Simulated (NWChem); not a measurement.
Everything below was run with NWChem. System: C2H3B, charge 0, spin multiplicity 1, at a geometry optimised with B3LYP/def2-SVP. The structure started from a generated list of species. Level: PBE0/6-31+G* (spherical d).

Input file:

```
start mol
memory heap 200 mb stack 900 mb global 1100 mb
geometry units angstroms nocenter noautoz
  B      0.000000     0.000000     1.401556
  C      0.000000     0.000000    -0.107018
  C      0.000000     0.000000    -1.328939
  H      0.000000     0.000000    -2.404129
  H     -1.042646     0.000000     2.006046
  H      1.042646     0.000000     2.006046
  symmetry group C2v
end
basis spherical
  * library 6-31+g*
end
dft
  xc pbe0
  semidirect memsize 60000000 filesize 0
  iterations 100
end
task dft energy
```

Part of the output:

```
             Northwest Computational Chemistry Package (NWChem) 7.3.0
             --------------------------------------------------------

                                NWChem Input Module
                                -------------------

 Scaling coordinates for geometry "geometry" by  1.889725989
 (inverse scale =  0.529177249)

 Turning off AUTOSYM since
 SYMMETRY directive was detected!

                             Geometry "geometry" -> ""
                             -------------------------

 Output coordinates in angstroms (scale by  1.889725989 to convert to a.u.)

  No.       Tag          Charge          X              Y              Z
 ---- ---------------- ---------- -------------- -------------- --------------
    1 B                    5.0000     0.00000000     0.00000000     1.40155600
    2 C                    6.0000     0.00000000     0.00000000    -0.10701800
    3 C                    6.0000     0.00000000     0.00000000    -1.32893900
    4 H                    1.0000     0.00000000     0.00000000    -2.40412900
    5 H                    1.0000    -1.04264600     0.00000000     2.00604600
    6 H                    1.0000     1.04264600     0.00000000     2.00604600

 Effective nuclear repulsion energy (a.u.)      46.3488407446

            Nuclear Dipole moment (a.u.)
            ----------------------------
        X                 Y               Z
 ---------------- ---------------- ----------------
     0.0000000000     0.0000000000     0.0000018897

      Symmetry information
      --------------------

 Group name             C2v
 Group number             16
 Group order               4
 No. of unique centers     5

      Symmetry unique atoms

     1    2    3    4    5


 Summary of "ao basis" -> "" (spherical)
 ------------------------------------------------------------------------------
       Tag                 Description            Shells   Functions and Types
 ---------------- ------------------------------  ------  ---------------------
 *                          6-31+g*                   on all atoms

                                 NWChem DFT Module
[...]
              MO Center= -7.7D-16, -1.0D-16, -3.1D-01, r^2= 2.6D+00
   Bfn.  Coefficient  Atom+Function         Bfn.  Coefficient  Atom+Function
  ----- ------------  ---------------      ----- ------------  ---------------
    39      0.416965  3 C  px                21      0.343807  2 C  px
    43      0.252140  3 C  px                25      0.182273  2 C  px
     3     -0.165510  1 B  px                58      0.159673  5 H  s
    60     -0.159673  6 H  s                 57      0.124524  5 H  s
    59     -0.124524  6 H  s                 47      0.052172  3 C  px

 Vector   11  Occ=0.000000D+00  E=-8.788084D-02  Symmetry=b2
              MO Center= -7.8D-17, -1.3D-15,  5.7D-01, r^2= 3.6D+00
   Bfn.  Coefficient  Atom+Function         Bfn.  Coefficient  Atom+Function
  ----- ------------  ---------------      ----- ------------  ---------------
     4      0.424745  1 B  py                 8      0.374590  1 B  py
    40     -0.320521  3 C  py                44     -0.297682  3 C  py
    48     -0.246875  3 C  py                12      0.158918  1 B  py
    30      0.151819  2 C  py                26      0.098503  2 C  py
    22      0.084011  2 C  py                33      0.035936  2 C  d -1

 Vector   12  Occ=0.000000D+00  E= 1.440295D-02  Symmetry=a1
              MO Center= -4.6D-16,  7.4D-16, -4.2D-01, r^2= 1.5D+01
   Bfn.  Coefficient  Atom+Function         Bfn.  Coefficient  Atom+Function
  ----- ------------  ---------------      ----- ------------  ---------------
    46     13.121019  3 C  s                 28    -10.360353  2 C  s
    31      4.740938  2 C  pz                10     -3.575068  1 B  s
    49      3.333321  3 C  pz                13      0.698312  1 B  pz
    42      0.460756  3 C  s                 27      0.280757  2 C  pz
     6     -0.216547  1 B  s                  9      0.186220  1 B  pz

 Vector   13  Occ=0.000000D+00  E= 1.772303D-02  Symmetry=b1
              MO Center=  2.9D-15, -4.6D-17, -3.7D-01, r^2= 7.4D+00
   Bfn.  Coefficient  Atom+Function         Bfn.  Coefficient  Atom+Function
  ----- ------------  ---------------      ----- ------------  ---------------
    29      1.273147  2 C  px                47     -1.077580  3 C  px
    11     -0.780753  1 B  px                25      0.388984  2 C  px
    21      0.365285  2 C  px                43     -0.364262  3 C  px
    39     -0.280303  3 C  px                58      0.274012  5 H  s
    60     -0.274012  6 H  s                  7      0.170762  1 B  px

 center of mass
 --------------
 x =   0.00000000 y =   0.00000000 z =  -0.00898209

 moments of inertia (a.u.)
 ------------------
         203.165864387157           0.000000000000           0.000000000000
           0.000000000000         210.990904226214           0.000000000000
           0.000000000000           0.000000000000           7.825039839057

     Multipole analysis of the density
     ---------------------------------

     L   x y z        total         alpha         beta         nuclear
     -   - - -        -----         -----         ----         -------
     0   0 0 0     -0.000000    -10.000000    -10.000000     20.000000

     1   1 0 0     -0.000000     -0.000000     -0.000000      0.000000
     1   0 1 0     -0.000000     -0.000000     -0.000000      0.000000
     1   0 0 1     -0.413926     -0.206964     -0.206964      0.000002

     2   2 0 0    -15.452283    -11.608284    -11.608284      7.764284
     2   1 1 0     -0.000000     -0.000000     -0.000000      0.000000
     2   1 0 1     -0.000000     -0.000000     -0.000000      0.000000
     2   0 2 0    -14.095133     -7.047567     -7.047567      0.000000
     2   0 1 1     -0.000000     -0.000000     -0.000000      0.000000
     2   0 0 2    -10.917165    -66.729589    -66.729589    122.542014

 Task  times  cpu:        0.8s     wall:        0.8s

 Total times  cpu:        0.8s     wall:        0.8s
```
